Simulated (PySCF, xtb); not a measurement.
FH4N2OTa, SMILES [Ta]([F])(=[O])([NH2])[NH2], multiplicity 1.

GFN2-xTB (xtb 6.7.1) at its own geometry gives an orbital gap of 4.07 eV and a dipole moment of 6.20 D.

Geometry: PBE0-D3(BJ)/def2-SVP. The spin state was assumed, not searched. The structure was generated by enumeration; whether it is a known compound was not checked. The def2 effective core potentials stand for the cores of Ta; spin–orbit coupling is left out. The values are those of a single conformer.

### Question
What does PySCF with ωB97X/def2-TZVP give? (Estimate from the structure and the level; the computed values follow.)

### Answer
gap 11.75 eV (levels -10.28 and 1.47 eV), dipole 4.34 D.
